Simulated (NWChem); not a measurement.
CdHF; SMILES [F][CdH]

Computed with NWChem. All runs use the structure optimised with PBE0/def2-SVP. def2 effective core potentials on Cd; no spin-orbit coupling.

**Question.** Estimate the computed values for KT2/def2-TZVP. Quantities: highest occupied level (eV); orbital gap (eV); dipole (D).

**Answer.** 
```json
{
 "highest occupied level (eV)": "-7.87",
 "orbital gap (eV)": "6.08",
 "dipole (D)": "2.49"
}
```
